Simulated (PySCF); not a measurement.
## Excitation energy of Be by level of theory

Be [He] 2s2 (1S) → Be [He] 2s1 3d1 (3D), as a difference of total energies. All numbers are calculated (PySCF 2.14, the spin-free X2C one-electron Hamiltonian (Gaussian nucleus), in aug-cc-pCVTZ-DK (7s6p4d2f, 59 functions)). Correlated levels: valence: 1s2 frozen; valence and next inner shell: nothing frozen. The calculations carry no spin-orbit coupling.

| method | excitation energy (cm⁻¹) |
| --- | --- |
| UHF | 64239 |
| LDA | 65709 |
| PBE | 64477 |
| PBE0 | 65741 |
| r2SCAN | 64880 |
| B2PLYP | 68772 |
| M06-2X | 68657 |
| revPBE | 64232 |
| PW91 | 64844 |
| MP2 (valence) | 69759 |
| SCS-MP2 (valence) | 71548 |
| MP2 (valence and next inner shell) | 69997 |
| SCS-MP2 (valence and next inner shell) | 71754 |

The promoted electron is Rydberg-like, and one or two diffuse shells describe it only roughly, which tends to raise the upper state.

In the upper state the promoted electron has a positive orbital energy at LDA, PBE, PBE0, r2SCAN, B2PLYP, M06-2X, revPBE, PW91, so the basis confines it.
